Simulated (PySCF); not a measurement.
FH6NOSi2. Atoms are numbered in the order given.

```xyz
11

N     -0.9995    -1.5591     0.4517
Si    -0.3415     0.0125     0.2656
O     -1.6243     0.9649    -0.2352
F      0.2288     0.7071     1.6546
Si     1.4893    -0.0658    -1.1957
H     -1.9341    -1.6919     0.8454
H     -0.4010    -2.3747     0.5886
H     -1.5223     1.9081    -0.0192
H      2.4869    -1.0930    -0.7236
H      1.0479    -0.4402    -2.5849
H      2.1845     1.2685    -1.2558
```

Coordinates come from a PBE-D3(BJ)/def2-SVP optimisation. The structure was generated by enumeration; whether it is a known compound was not checked. Other conformers were not sampled.

The numbers are results of PBE-D3(BJ)/def2-SVP (PySCF 2.14.0), not measurements.

Frequencies are harmonic and unscaled.

Computed normal modes with their intensities:
| mode | ν (cm⁻¹) | IR (km/mol) | Raman (Å⁴/amu) | depolarisation | moving atoms (share of kinetic energy) |
|---|---|---|---|---|---|
| 1 | 92 | 0.1 | 0.2 | 0.64 | H 80 % |
| 2 | 124 | 1.3 | 0.7 | 0.75 | O 35 %, F 22 %, Si 20 %, H 20 % |
| 3 | 134 | 0.9 | 0.9 | 0.75 | H 41 %, N 20 %, F 19 %, Si 16 % |
| 4 | 195 | 31.9 | 1.9 | 0.74 | H 57 %, O 16 %, Si 9 %, F 9 %, N 8 % |
| 5 | 234 | 20.9 | 2.5 | 0.56 | H 69 %, Si 10 %, F 8 % |
| 6 | 268 | 21.3 | 5.1 | 0.48 | H 33 %, Si 30 %, F 22 %, N 11 % |
| 7 | 283 | 79.2 | 2.1 | 0.39 | H 45 %, O 17 %, Si 17 %, F 13 % |
| 8 | 315 | 123.7 | 0.3 | 0.50 | H 55 %, N 28 %, F 8 % |
| 9 | 349 | 54.3 | 1.1 | 0.73 | H 49 %, O 21 %, N 14 %, F 9 % |
| 10 | 450 | 43.7 | 9.9 | 0.07 | Si 60 %, H 18 %, O 8 %, F 8 % |
| 11 | 497 | 5.6 | 10.0 | 0.73 | H 75 %, Si 18 % |
| 12 | 505 | 22.9 | 7.0 | 0.75 | H 82 %, Si 14 % |
| 13 | 735 | 53.4 | 3.8 | 0.12 | H 39 %, O 26 %, F 17 %, N 13 % |
| 14 | 781 | 281.0 | 2.9 | 0.51 | H 53 %, Si 19 %, F 15 %, N 13 % |
| 15 | 815 | 116.1 | 2.5 | 0.61 | H 71 %, N 17 %, O 9 % |
| 16 | 851 | 63.4 | 5.2 | 0.68 | H 62 %, Si 21 %, F 14 % |
| 17 | 888 | 25.1 | 14.8 | 0.59 | H 47 %, Si 27 %, O 18 % |
| 18 | 897 | 11.6 | 23.5 | 0.75 | H 90 % |
| 19 | 906 | 124.8 | 18.7 | 0.71 | H 67 %, Si 18 %, O 9 % |
| 20 | 942 | 117.0 | 5.7 | 0.70 | Si 41 %, H 29 %, N 18 % |
| 21 | 1474 | 61.1 | 5.6 | 0.72 | H 88 %, N 12 % |
| 22 | 2146 | 54.0 | 217.8 | 0.06 | H 98 % |
| 23 | 2161 | 79.5 | 141.7 | 0.44 | H 96 % |
| 24 | 2168 | 80.9 | 112.3 | 0.68 | H 96 % |
| 25 | 3502 | 32.1 | 202.8 | 0.16 | H 96 % |
| 26 | 3609 | 34.3 | 95.6 | 0.72 | H 91 %, N 9 % |
| 27 | 3770 | 94.9 | 94.5 | 0.25 | H 94 % |
